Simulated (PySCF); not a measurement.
# C₆ coefficients of unlike pairs at PBE

Calculated with PySCF 2.14 from the dipole response of each species, C₆(A,B) = (3/π) ∫ α_A(iu) α_B(iu) du, in atomic units, from isotropic polarisabilities. For ions this is the dispersion term alone; charge-induced terms of lower order in 1/R come first.

```tsv
species	configuration	basis	relativity	α (bohr³)	C₆ (like pair)
Ar	[Ar] (1S)	aug-cc-pVTZ-DK (6s5p3d2f)	spin-free X2C	11.37	67.61
C+	[He] 2s2 2p1 (2P)	aug-cc-pCVTZ-DK with one added diffuse shell each of s, p, d, f type (8s7p5d3f)	spin-free X2C	6.088	14.64
N	[He] 2s2 2p3 (4S)	def2-TZVPPD (6s3p3d1f)	none	7.805	26.32
O(3+)	[He] 2s2 2p1 (2P)	aug-cc-pCVQZ-DK (9s8p6d4f2g)	spin-free X2C	1.345	1.255
```

Task: Estimate C₆ for N with C+.

Result: The integral gives 19.60. The combination rule 2 C_A C_B / (C_A α_B/α_A + C_B α_A/α_B) gives 19.61 and the geometric mean 19.63.

No spin-orbit coupling is included.

The other pairs:

```tsv
pair	C₆
O(3+), Ar	9.060
O(3+), N	5.595
C+, Ar	31.23
N, Ar	42.07
O(3+), C+	4.121
```
